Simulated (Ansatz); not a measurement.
Conformers of C$_{3}$H$_{9}$AlFN (`CC(C)[NH][AlH][F]`), each relaxed with PBE0-D4/def2-TZVP in Ansatz. CBS adds the triple-zeta coupled-cluster correction to the MP2 limit.

Not all of them had a frequency check.

Conformer A:

Z-matrix (Å, degrees):
```
C
C 1 1.516
H 1 1.092 2 110.6
H 1 1.093 2 111.5 3 -120.1
H 1 1.095 2 110.7 3 119.5
C 2 1.522 1 111.0 3 -57.7
N 2 1.452 1 110.7 3 178.5
H 2 1.101 1 107.4 3 59.7
H 6 1.094 2 110.3 1 -60.4
H 6 1.093 2 111.0 1 179.9
H 6 1.093 2 111.1 1 60.0
Al 7 1.762 2 133.0 1 0.2
H 7 1.012 2 111.1 1 178.3
F 12 1.654 7 114.8 2 178.4
H 12 1.569 7 126.8 2 -2.1
```

Conformer B:

```xyz
15

C     1.495   -0.357   -0.733
C     0.345    0.239    0.068
C     0.031    1.655   -0.394
N    -0.834   -0.610    0.015
Al   -1.631   -1.412    1.362
F    -2.967   -2.328    1.041
H     1.221   -0.435   -1.790
H     2.391    0.265   -0.666
H     1.739   -1.359   -0.375
H     0.658    0.289    1.119
H    -0.769    2.090    0.207
H    -0.296    1.650   -1.439
H     0.911    2.300   -0.323
H    -1.183   -0.707   -0.929
H    -1.110   -1.278    2.838
```

Task: Which is lowest in electronic energy at CCSD(T)/CBS (frozen core, def2 sets), and by how much? (An estimate is asked.)

Result: Computed: B; A lies 2.6 kJ/mol higher.

Task: Give the energies relative to B (kJ/mol) with r2SCAN-D4/def2-TZVPP, ωB97M-V/def2-TZVPP, r2SCAN/def2-TZVPP, CCSD/def2-TZVPP, CCSD(T)/def2-TZVPP, MP2/def2-QZVPP, MP2/CBS(def2). (An estimate is asked.)

Result: Ansatz gave: 
| level | A |
| --- | --- |
| r2SCAN-D4/def2-TZVPP | 1.7 |
| ωB97M-V/def2-TZVPP | 1.8 |
| r2SCAN/def2-TZVPP | 1.9 |
| CCSD/def2-TZVPP | 3.0 |
| CCSD(T)/def2-TZVPP | 2.7 |
| MP2/def2-QZVPP | 2.7 |
| MP2/CBS(def2) | 2.6 |
